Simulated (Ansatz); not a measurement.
Total energies of BGeH₅ (`[BH2][GeH3]`).

```xyz
7

B     0.0432    1.1344    0.5009
Ge    0.0110   -0.7456   -0.3319
H    -0.9899    1.6610    0.7891
H     1.0583    1.7267    0.7112
H    -0.6948   -1.7247    0.6278
H    -0.8220   -0.7242   -1.6294
H     1.3942   -1.3276   -0.6676
```

Total charge 0; spin multiplicity 1. Correlated methods include outer-core shells of Ge, which these sets cover unevenly. Scalar relativity is left out up to krypton. The structure was optimised at the PBE0-D4/def2-TZVP level. Basis def2-TZVPP, Ansatz 0.2.0.

RPA on PBE orbitals: Hartree–Fock energy of these orbitals -2102.88787 Eh, correlation -0.66144 Eh (frozen core).

```
             functional                                       kind  energy without D4 (Eh)  D4 term (kJ/mol)
                   BLYP                                        GGA             -2104.84273             -18.7
                 B97M-V                         meta-GGA with VV10             -2104.43883                 –
                  B3LYP                        global hybrid, 20 %             -2104.87424             -13.7
HSE06 (plane-wave form)                            screened hybrid             -2104.50457              -6.5
                  BHLYP                        global hybrid, 50 %             -2104.78077             -10.8
                LC-ωPBE                long-range corrected hybrid             -2104.52301                 –
                ωB97X-V       range-separated hybrid GGA with VV10             -2104.61885                 –
                ωB97M-V  range-separated hybrid meta-GGA with VV10             -2104.66238                 –
                 B2PLYP                              double hybrid             -2104.41041                 –
               PBE-QIDH                              double hybrid             -2104.17640                 –
```

(1) Give the same for LDA (SPW92), PBE, revPBE, r2SCAN, PBE0, r2SCANh, r2SCAN0, CAM-B3LYP. (Estimate.)

B3LYP takes the VWN-RPA correlation (the form of Gaussian; ORCA's B3LYP/G). HSE06 is the plane-wave form, built on full-range PBE exchange. The double hybrids freeze the cores in their second-order part.

Results:

(1) Ansatz gave: 
| functional | kind | energy without D4 (Eh) | D4 term (kJ/mol) |
| --- | --- | --- | --- |
| LDA (SPW92) | LDA | -2101.30537 | – |
| PBE | GGA | -2104.43737 | -8.4 |
| revPBE | GGA | -2104.64423 | -25.4 |
| r2SCAN | meta-GGA | -2104.78074 | -1.9 |
| PBE0 | global hybrid, 25 % exact exchange | -2104.50697 | -7.0 |
| r2SCANh | meta-GGA hybrid, 10 % | -2104.77317 | -2.1 |
| r2SCAN0 | meta-GGA hybrid, 25 % | -2104.76272 | -2.3 |
| CAM-B3LYP | range-separated hybrid | -2104.91341 | -7.1 |

LC-ωPBE has ω = 0.4 bohr⁻¹.
